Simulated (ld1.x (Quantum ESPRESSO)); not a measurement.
Values are calculated unless marked as measured or tabulated.
Potentials for manganese compared

Generated with ld1.x 7.5 (TM, RRKJ, ultrasoft, PAW), atompaw 4.2 or ONCVPSP 4.0.1. The cutoff is in Ry: for ld1.x and atompaw files where the sum of valence levels is converged to 10 mRy in a Bessel basis, for ONCV files where the hardest occupied wave has 1 mHa per electron of residual kinetic energy. The error is the largest all-electron minus pseudo excitation energy over each file’s own four to seven test configurations (ionisations up to +4, promotions, holes and added fractions of an electron), all of which were solved. The labels leave out finer settings (local radius, basis sizes, second energies), which also bear on the numbers. Spin-polarised tests are not counted. The rows are a selection from randomly drawn settings: files with unsolved tests, undetermined cutoffs or missed reference levels are left out.

```csv
potential,cutoff (Ry),largest error (meV),bound ghosts
"RRKJ, PBE, scalar-relativistic, rc 2.40/3.50/1.12 (spd), local smoothed, core correction yes, reference 3d5 4s2 4p0",140,-294,none
"TM, PBE, scalar-relativistic, rc 2.60/1.25/1.45 (spd), local smoothed, core correction yes, reference 3p6 3d5 4s1.5 4p0",110,-137,none
"PAW, LDA (PZ), scalar-relativistic, rc 1.25/1.95/1.60 (spd), local smoothed, core correction yes, reference 3s2 3p6 3d5 4s1 4p1",40,-37,none
```

**Question.** Fill in the row for Mn: ultrasoft, PBE, scalar-relativistic, rc 2.55/3.15/2.15 (spd), local smoothed, core correction no, reference 3d5.5 4s1.5 4p0.

**Answer.** cutoff 21 Ry, largest error -846 meV, bound ghosts: none.

**Question.** Fill in the row for Mn: TM, LDA (PZ), scalar-relativistic, rc 0.90/0.90/0.90 (spd), local d, core correction yes, reference 3s2 3p6 3d5 4s0 4p0.

**Answer.** cutoff 230 Ry, largest error +3529 meV, bound ghosts: none.

**Question.** Fill in the row for Mn: TM semilocal, LDA (PZ), scalar-relativistic, rc 2.20/2.45/1.10 (spd), local p, core correction no, reference 3d5 4s1 4p1.

**Answer.** cutoff 160 Ry, largest error -424 meV, bound ghosts: none.
